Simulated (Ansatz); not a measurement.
Consider the redistribution: `[CH3][GeH]([NH2])[SiH3]` + `B[Si](C)(F)[SiH3]` → `C[Si](F)([SiH3])[SiH3]` + `[BH2][GeH]([CH3])[NH2]`.

Isolated molecules relaxed with PBE0-D4/def2-TZVP in Ansatz; ΔE leaves out vibrations. CBS: MP2 limit from def2 TZ/QZ plus the TZ coupled-cluster correction, frozen cores. Functionals use def2-TZVPP. For Ge outer-core shells are correlated without core-valence functions, which leaves a few kJ/mol of doubt a bond. Scalar relativity is left out up to krypton. Each species was taken in one conformer, which may not be the lowest.

| level | ΔE (kJ/mol) | difference from CCSD(T)/CBS |
| --- | --- | --- |
| PBE-D4 | 15.6 | 6.1 |
| r2SCAN-D4 | 15.6 | 6.1 |
| B2PLYP | 12.7 | 3.2 |
| PBE | 16.0 | 6.5 |
| r2SCAN | 15.7 | 6.2 |
| MP2/def2-TZVPP | 10.8 | 1.3 |
| SCS-MP2/def2-TZVPP | 10.2 | 0.7 |
| CCSD/def2-TZVPP | 10.5 | 1.0 |
| SCS-MP2/def2-QZVPP | 9.4 | -0.1 |
| HF/CBS(def2) | 9.3 | -0.2 |
| CCSD(T)/CBS | 9.5 | 0 |

Largest T1 diagnostic among the species: 0.013.

CCSD(T)/CBS has its own doubt, a few kJ/mol and more with outer-core shells, so smaller differences from it don't rank the levels.
